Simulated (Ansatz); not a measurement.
MgBe-, multiplicity 2 (lowest of 2S+1 = 2, 4 at CCSD(T)/def2-TZVPP on PBE0 minima; our sources give no spin for the ground state, which may be another), most abundant isotopes (9.0122 and 23.9850 u). Constants from fifth-degree fits in 1/R to seven points on the lowest solution found; no spin–orbit coupling, no relativity up to Kr; ω_e x_e and α_e move by some per cent with the fit.

Correlated levels freeze the inner cores; with def2 sets outer-core shells near the valence are correlated too.

Programs: Ansatz (a program for electronic structure) with Gaussian orbitals. Values without a source in brackets are computed.

```tsv
level	r_e (Å)	ω_e (cm⁻¹)	ω_e x_e (cm⁻¹)	α_e (cm⁻¹)
PBE/def2-TZVPP	2.6689	283.8	3.69	0.00597
CCSD(T)/def2-QZVPP	2.7078	261.4	3.94	0.00651
```

Task: Derive the rotational constants, the centrifugal constant, the fundamental, the zero-point energy and the force constant.

Result: 
μ = 6.55078 u.
- PBE/def2-TZVPP: B_e = 16.8576/(μ r_e²) = 0.36128 cm⁻¹; B₀ = B_e − α_e/2 = 0.35829 cm⁻¹; D = 4B_e³/ω_e² = 2.34e-06 cm⁻¹; fundamental ω_e − 2ω_e x_e = 276 cm⁻¹; zero-point energy ω_e/2 − ω_e x_e/4 = 141 cm⁻¹; k = μ(2πcω_e)² = 31.1 N/m
- CCSD(T)/def2-QZVPP: B_e = 16.8576/(μ r_e²) = 0.35097 cm⁻¹; B₀ = B_e − α_e/2 = 0.34771 cm⁻¹; D = 4B_e³/ω_e² = 2.53e-06 cm⁻¹; fundamental ω_e − 2ω_e x_e = 254 cm⁻¹; zero-point energy ω_e/2 − ω_e x_e/4 = 130 cm⁻¹; k = μ(2πcω_e)² = 26.4 N/m
